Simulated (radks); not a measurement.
The numbers below are computed, except where a source is named.
How relativity changes the ionisation of the antimony ion Sb+ ([Kr] 4d10 5s2 5p2) to Sb2+ ([Kr] 4d10 5s2 5p1). Spin-unpolarised spherical Kohn-Sham, BLYP, point nucleus unless stated (finite: rms radius 4.6802 fm), a radial shooting solver on a logarithmic mesh with Libxc functionals. A level marked "c x" has the speed of light scaled by that factor and shares open shells by 2j + 1; other Dirac levels either fill j = l - 1/2 first or share by 2j + 1.

level                               E(Sb+) (hartree)  E(Sb2+) (hartree)  IE (eV)   HOMO  <r> HOMO (bohr)
non-rel.                                 -6315.69093        -6315.10697   15.890     5p            2.700
scalar-rel.                              -6481.79186        -6481.20708   15.913     5p            2.680
scalar-rel., finite nucleus              -6481.60952        -6481.02473   15.913     5p            2.680
Dirac, 2j+1 shares                       -6483.83913        -6483.25358   15.934  5p3/2            2.714
Dirac, low j first                       -6483.87522        -6483.27500   16.333  5p1/2            2.620
Dirac, 2j+1 shares, finite nucleus       -6483.65622        -6483.07066   15.934  5p3/2            2.714
Dirac, c x 0.75                          -6633.02213        -6632.43463   15.987  5p3/2            2.728
Dirac, c x 3                             -6333.25622        -6332.67212   15.894  5p3/2            2.702
Dirac, c x 10                            -6317.26135        -6316.67737   15.891  5p3/2            2.700

NIST Atomic Spectra Database: 16.63 eV (measured). The relativistic part of the total energy of Sb+ is -168 hartree (Dirac, 2j+1 shares, finite nucleus), 2.7 % of the non-relativistic value. Spin polarisation and multiplet splitting of open shells are left out at every level.

Beside tabulated values, note that relativity, absent from the non-relativistic runs, is large for the heavy elements, and spin-unpolarised runs miss the spin-polarisation part of the exchange energy of open shells.
